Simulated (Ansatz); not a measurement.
Geometry optimisation, RKS PBE-D4/cc-pVDZ in Ansatz 0.2.0.

Input file:

```yaml
crystal:
  periodic: [false, false, false]
  atoms:
    - { symbol: C, position_ang: [-0.1378, 1.2342, -0.1024] }
    - { symbol: Al, position_ang: [0.5667, -0.5648, -0.1515] }
    - { symbol: F, position_ang: [0.00633, -1.73995, 1.04766] }
    - { symbol: S, position_ang: [2.05583, -1.20883, -1.65193] }
    - { symbol: H, position_ang: [-1.2838, 1.2214, -0.2702] }
    - { symbol: H, position_ang: [0.0426, 1.769, 0.8608] }
    - { symbol: H, position_ang: [0.2896, 1.8815, -0.928] }
    - { symbol: H, position_ang: [1.05356, -1.5689, -2.57495] }
basis:
  gaussian: { orbitals: cc-pVDZ }
hamiltonian:
  xc: pbe
  dispersion: d4
relax:
  f_tol: 0.015
  max_steps: 40
```

Command:

```bash
$ ansatz run input.yaml --threads 1 --pin off --max-ram 2048MiB --backend cpu --events-out ev --progress --plain --runs-dir out
```

**Question.** Where does it end, and by what steps?

**Answer.** The run converged. The force dipped under the threshold on the way, but the program's further checks kept it going. After 18 steps the energy has fallen by 0.364 eV; H8 moved furthest, 1.22 Å.

| step | energy less start (eV) | largest force component (eV/Å) | accepted |
| --- | --- | --- | --- |
| 0 | 0.0000 | 1.229 | yes |
| 1 | -0.1010 | 0.655 | yes |
| 2 | -0.1234 | 0.175 | yes |
| 3 | -0.1265 | 0.036 | yes |
| 4 | -0.1266 | 0.009 | yes |
| 5 | -0.1268 | 0.016 | yes |
| 6 | -0.1218 | 0.462 | no |
| 7 | -0.1280 | 0.087 | yes |
| 8 | -0.1311 | 0.267 | yes |
| 9 | -0.1388 | 0.567 | yes |
| 10 | -0.1743 | 0.818 | yes |
| 11 | -0.2326 | 0.784 | yes |
| 12 | -0.3032 | 0.331 | yes |
| 13 | -0.3455 | 0.279 | yes |
| 14 | -0.3608 | 0.125 | yes |
| 15 | -0.3632 | 0.049 | yes |
| 16 | -0.3638 | 0.016 | yes |
| 17 | -0.3639 | 0.036 | yes |
| 18 | -0.3639 | 0.004 | yes |

```xyz
8
Properties=species:S:1:pos:R:3
C -0.173 1.364 -0.032
Al 0.383 -0.462 -0.451
F -0.153 -1.781 0.494
S 1.722 -0.976 -2.133
H -1.279 1.443 -0.019
H 0.193 1.659 0.974
H 0.224 2.086 -0.773
H 1.677 -2.309 -1.831
```

Whether the end is a true minimum wasn't checked by a vibrational analysis.

Time of the run: 57 s on 1 thread of Arm Neoverse V1, with other jobs on the host, peak memory 0.14 GiB.
